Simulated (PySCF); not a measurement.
C₆H₁₁P₂ (charge +1).
SMILES with atom numbers: `[CH:1]#[C:2][P:3]([CH:4]=[CH2:5])[CH2:6][PH2+:7][CH3:8]` (hydrogens: H9 on C1; H10 on C4; H11, H12 on C5; H13, H14 on C6; H15, H16 on P7; H17, H18, H19 on C8)

Computed with PySCF 2.14.0, PBE0-D3(BJ)/def2-SVP geometry optimisation, gas phase.

(1) Give the optimised bond lengths and angles.

Answers

(1) 
```
                  bond  length (bohr)
                 C1≡C2          2.299
                 C2–P3          3.339
                 P3–C4          3.433
                 C4=C5          2.522
                 P3–C6          3.591
                 C6–P7          3.388
                 P7–C8          3.396
                 C1–H9          2.037
                C4–H10          2.073
                C5–H11          2.068
                C5–H12          2.067
        C6–H13, C6–H14          2.084
        P7–H15, P7–H16          2.665
C8–H17, C8–H18, C8–H19          2.079
```

Bonds in one row agree within 0.02 bohr and their mean is given. A selection of angles:
```
   angle  degrees
C1–C2–P3    174.1
C2–P3–C4    103.1
C2–P3–C6     97.2
C4–P3–C6     98.2
P3–C4–C5    125.7
P3–C6–P7    111.3
C6–P7–C8    114.7
```

Torsions: C2–P3–C4–C5 -9° (synperiplanar); C2–P3–C6–P7 68° (synclinal); P3–C6–P7–C8 177° (antiperiplanar). The mirror-image conformer, all signs reversed, is as good.

The 2 C–C bonds span 1.217 Å (C1≡C2, drawn triple) to 1.335 Å (C4=C5, drawn double), a spread of 0.118 Å. C5 (terminal =CH2 carbon) is planar (angles 122.0°, 120.6° and 117.4°, sum 360.0°, 0.01 Å off the plane of its three neighbours). P3 (phosphine phosphorus) is pyramidal (angles 103.1°, 98.2° and 97.2°, sum 298.4°, 0.86 Å off the plane of its three neighbours). Of the pairs four or more bonds apart, C2···H11 is among the closest relative to their van der Waals radii: 2.62 Å, 90 % of the sum of Bondi's values. The 5 C–P bonds span 1.767 Å (C2–P3, drawn single) to 1.900 Å (P3–C6, drawn single), a spread of 0.133 Å. P7 (phosphonium phosphorus) is distorted tetrahedral (angles from 105.2° to 114.7°). C4 (alkene CH carbon) is planar (angles 125.7°, 120.6° and 113.4°, sum 359.7°, 0.05 Å off the plane of its three neighbours).

Point group: C1 (no symmetry element, even within 0.4 Å). PBE0-D3(BJ)/def2-SVP frequencies: not computed here.

The run took 5.6 min of wall time on one thread, Arm Neoverse N1 (aarch64) (shared host), and the process peaked at 0.73 GiB of memory. That covers the optimisation of the geometry.
